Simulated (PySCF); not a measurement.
**Electron correlation in Yb (ytterbium, neutral)**

[Xe] 4f14 6s1 6p1, high-spin 3P determinant (an excited configuration). All numbers are calculated (PySCF 2.14, scalar relativity by spin-free X2C-1e, in x2c-TZVPPall (11s7p7d4f2g, 113 functions)). Frozen: [Ar] 3d10; 42 electrons correlated.

MP2 pair energies summed by pair of shells (mhartree):

| pair | energy | share (%) |
| --- | --- | --- |
| 4f-4f | -723.62 | 38.5 |
| 4d-4f | -333.86 | 17.8 |
| 4f-5p | -277.19 | 14.8 |
| 5p-5p | -120.57 | 6.4 |
| 4d-4d | -94.64 | 5.0 |
| 4f-5s | -62.43 | 3.3 |
| 4p-4f | -52.33 | 2.8 |
| 4d-5p | -31.29 | 1.7 |
| 5s-5p | -30.16 | 1.6 |
| 4p-4d | -29.71 | 1.6 |
| 4s-4f | -21.47 | 1.1 |
| 4d-5s | -19.41 | 1.0 |
| 4s-4d | -16.75 | 0.9 |
| 5p-6s | -13.46 | 0.7 |
| 4f-6s | -9.51 | 0.5 |
| 4p-4p | -8.37 | 0.4 |
| 5s-5s | -6.00 | 0.3 |
| 4p-5p | -5.96 | 0.3 |
| 5p-6p | -4.46 | 0.2 |
| 4s-4p | -3.38 | 0.2 |
| 4f-6p | -3.38 | 0.2 |
| 4p-5s | -3.09 | 0.2 |
| 6s-6p | -1.66 | 0.1 |
| 4s-4s | -1.25 | 0.1 |
| 5s-6s | -0.73 | 0.0 |
| 4d-6s | -0.65 | 0.0 |
| 4s-5p | -0.64 | 0.0 |
| 4s-5s | -0.60 | 0.0 |
| 5s-6p | -0.28 | 0.0 |
| 4d-6p | -0.22 | 0.0 |

Total MP2 correlation energy: -1877.2 mhartree.

Same-spin part -729.29 and opposite-spin part -1148.0 mhartree; SCS-MP2 scales them by 1/3 and 6/5 to -1620.6 mhartree.

The basis was made for the ground configuration and has no added diffuse functions, which can raise the energy of the promoted electron.

This basis was not built for core-valence correlation, so the inner-shell part is incomplete.
